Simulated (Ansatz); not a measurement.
**Which method gave which barrier?**

Saddle point of ZnGeH6S2, singlet (ZnH₂S₂ ([SH][Zn][SH]) + GeH₄ → ZnGeH₄S₂ ([SH][Zn][S][GeH3]) + H₂; bonds formed: Ge1–S4, H2–H3; bonds broken: Ge1–H2, H3–S4), PBE0-D4/def2-TZVP structure:

Ge1  (1.161, 0.991, -0.961)
H2  (0.095, 0.058, -2.099)
H3  (-0.630, 0.176, -1.453)
S4  (-1.381, 0.835, -0.102)
Zn5  (-1.171, -0.790, 1.288)
S6  (-0.891, -2.437, 2.668)
H7  (1.870, 1.440, -2.262)
H8  (1.235, 2.203, -0.014)
H9  (1.774, -0.273, -0.350)
H10  (-2.062, -2.204, 3.286)
(Å)

Program: Ansatz 0.2.0. Basis: def2-TZVPP, with def2-QZVPP for the basis limit. Cores are frozen in the correlated methods. The 3s and 3p shells of Cu and Zn are frozen; filled d shells are correlated. The def2 sets are not built for correlating such inner shells, so the correlated values are less sure here. Extrapolation: Hartree–Fock as exp(−7.88 √X), correlation as X^−2.97. Four methods, as single points on the PBE0-D4 structures, gave these electronic barriers from the start structure: 205.0, 212.1, 248.7, 297.6 kJ/mol.

(1) The methods were, in alphabetical order, BHLYP-D4, BLYP-D4, HF, PBE0-D4. Which gave which? (A judgement: the text doesn't fix the answer.)

T1 diagnostic: at most 0.016.

Answers

(1) The calculation gives: BLYP-D4 205.0; PBE0-D4 212.1; BHLYP-D4 248.7; HF 297.6 kJ/mol. For comparison, CCSD(T) at an estimated basis limit (MP2 extrapolated from triple and quadruple zeta, plus CCSD(T) − MP2 in triple zeta) gives 236.8 kJ/mol.

Labels in which every atom is bracketed show which atoms are joined, not bond orders.

For scale, one of the runs: CCSD(T)/def2-TZVPP, 280 basis functions, launched by `ansatz run in.yaml --threads 8 --pin off --events-out ev --progress --plain --max-ram 19148MiB`. Time: 6.3 min of wall clock on 8 CPU threads of an Arm Neoverse N1; the host was shared. Peak host memory: 7.4 GiB.
